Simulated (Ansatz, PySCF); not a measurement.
Potential energy curve for LiBr, singlet.

Methods: UKS-B3LYP = unrestricted B3LYP/aug-cc-pVTZ (Ansatz, a program for electronic structure); RMP2/6-31G* = restricted MP2 (frozen core)/6-31G*, spherical d (PySCF); RKS-PBE = restricted PBE/aug-cc-pVTZ run with Ansatz; RKS-B3LYP = Ansatz with restricted B3LYP/aug-cc-pVTZ; UMP2/6-31G* = PySCF with unrestricted MP2 (frozen core)/6-31G*, spherical d.

Energies are in kJ/mol, each relative to the lowest point of its own curve near equilibrium.

```tsv
R / Å	UKS-B3LYP	RMP2/6-31G*	RKS-PBE	RKS-B3LYP	UMP2/6-31G*
1.75	118.4	136.8	118.9	118.4	136.8
1.86	55.7	67.6	56.2	55.7	67.6
1.96	22.8	30.2	23.2	22.8	30.2
2.07	4.8	8.1	5.1	4.8	8.1
2.13	0.9	2.2	1.0	0.9	2.2
2.17	0.0	0.2	0.0	0.0	0.2
2.25	1.6	0.0	?	1.6	0.0
2.30	4.5	1.9	4.1	4.5	1.9
2.40	13.3	9.5	12.7	13.3	9.5
2.50	25.1	20.7	24.3	25.1	20.7
2.71	55.1	51.1	53.7	55.1	51.1
2.98	97.0	95.4	94.9	97.0	95.4
3.23	134.5	136.1	131.7	134.5	136.1
3.62	186.5	193.5	182.6	186.5	193.5
3.94	222.5	234.0	217.2	222.5	234.0
4.34	259.1	276.6	251.6	259.1	276.6
4.74	285.6	311.8	277.4	287.5	?
5.36	310.7	355.1	304.9	318.9	393.2
5.80	322.2	379.6	318.1	334.6	396.5
6.45	333.6	408.7	331.5	351.2	398.0
7.48	344.3	440.8	344.3	367.9	398.4
8.70	351.4	?	352.8	379.9	398.5
```

Some entries are withheld; supply them.


- 2.25, RKS-PBE: 1.4
- 4.74, UMP2/6-31G*: 367.5
- 8.70, RMP2/6-31G*: 461.0

The unrestricted determinant behind UKS-B3LYP is spin-contaminated at 4.74 to 8.70 Å (<S²> up to 0.6, against 0.00 for a pure singlet). The restricted form behind RMP2/6-31G*, RKS-PBE, RKS-B3LYP keeps the bonding electrons paired and can't separate into open-shell fragments. The unrestricted determinant behind UMP2/6-31G* is spin-contaminated at 4.74 to 8.70 Å (<S²> up to 1.0, against 0.00 for a pure singlet).
